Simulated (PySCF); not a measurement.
Mo(NMe)(S)(F)2 (CH3F2MoNS), SMILES C[N]=[Mo]([F])([F])=[S], multiplicity 1. Geometry: PBE-D3(BJ)/def2-SVP. The spin state was assumed, not searched. The structure was generated by enumeration; whether it is a known compound was not checked. The def2 effective core potentials stand for the cores of Mo; spin–orbit coupling is left out.

Computed with PBE-D3(BJ)/def2-SVP in PySCF 2.14.0.

Harmonic wavenumbers (cm⁻¹): 93, 111, 122, 166, 183, 205, 334, 354, 548, 653, 680, 700, 1036, 1049, 1315, 1365, 1378, 1387, 2918, 3010, 3031. Rotational constants (GHz): 1.976, 1.691, 1.410; symmetry number 1.

### Question
Work out the zero-point energy and the ideal-gas rigid-rotor harmonic-oscillator thermochemistry at 298.15 K and 1 atm.

### Answer
ZPE = ½ Σ hcν = ½ × 20639 cm⁻¹ = 123.45 kJ/mol. H − E(el) = 147.29 kJ/mol. Entropy in J/(mol K): translation 174.51, rotation 119.72, vibration 87.70, total 381.93. G − E(el) = 33.42 kJ/mol. Cp = 114.82 J/(mol K). Modes under 150 cm⁻¹ make the vibrational entropy uncertain.
